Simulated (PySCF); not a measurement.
Input of a run (PBE0/def2-SV(P) geometry optimisation, gas phase (PySCF 2.14.0)), started from GFN2-xTB:
```
{"job": {"xc": "PBE0", "basis": "def2-SV(P)", "grid": 1, "kind": "geom"}, "charge": 0, "multiplicity": 1}
C     -1.085983     0.111369     1.692854
C     -0.255211     0.155992     0.661493
C      1.174918     0.586573     0.731410
Ge     2.065204     0.099738    -0.963934
O     -0.553801    -0.182481    -0.629401
C     -1.862526    -0.591289    -0.934524
H     -0.742362     0.401342     2.668301
H     -2.111451    -0.201598     1.621192
H      1.229728     1.667497     0.879173
H      1.668583     0.127338     1.588209
H      3.527213     0.433702    -0.848210
H      1.980265    -1.361764    -1.248496
H      1.546828     0.858961    -2.136981
H     -1.873128    -0.800148    -2.002603
H     -2.132275    -1.496738    -0.381903
H     -2.583600     0.200451    -0.707992
```

Output (energies in Eh, forces in Eh/bohr):
```
step   0  E = -2309.63218265  max force = 0.019609
step   1  E = -2309.63812949  max force = 0.004016
step   2  E = -2309.63841526  max force = 0.003253
step   3  E = -2309.63853842  max force = 0.002097
step   4  E = -2309.63871088  max force = 0.001506
step   5  E = -2309.63924818  max force = 0.002386
step   6  E = -2309.63993860  max force = 0.006005
step   7  E = -2309.64041222  max force = 0.004157
step   8  E = -2309.64098336  max force = 0.001549
step   9  E = -2309.64100694  max force = 0.000728
step  10  E = -2309.64101448  max force = 0.000330
optimisation converged
```

Task: Summarise the run.

Result: The energy falls by 23.2 kJ/mol over 11 energy and gradient evaluations, the largest force component goes from 0.0196 to 3.3e-04 Eh/bohr, and the atoms move by 0.585 Å rms after alignment. The bond that changes most is Ge4–H12 (ends: germanium bonded to C and 3 H; Ge–H hydrogen), which lengthens by 0.054 Å. Bonds longer at the end by more than 0.005 Å: 11 of 15; shorter: 2. Among the angles that change most is C2–C3–Ge4, from 108.7° to 112.6°. Among the dihedrals that turn most is C1–C2–C3–H9, from -72° to -120°. The energy never rose by more than 1e-6 Eh on the way. The first step brought 67 % of the lowering.

Task: What are the final bond lengths?

Result: C1=C2 1.344 Å, C2–C3 1.494 Å, C3–Ge4 1.975 Å, C2–O5 1.353 Å, O5–C6 1.399 Å, C1–H7 1.093 Å, C1–H8 1.093 Å, C3–H9 1.105 Å, C3–H10 1.101 Å, Ge4–H11 1.548 Å, Ge4–H12 1.545 Å, Ge4–H13 1.542 Å, C6–H14 1.100 Å, C6–H15 1.107 Å, C6–H16 1.107 Å. Numbering counts from 1 in the input's order; the species is `C=C([CH2][GeH3])OC`.

The run used 122 basis functions and 78 SCF cycles in all. Time: 76 s; peak memory 0.55 GiB. Hardware: an Arm Neoverse V1 with one thread, shared host with 32 logical CPUs at a one-minute load of 82.

Stationary, but not proved a minimum. One conformer, not necessarily the lowest.
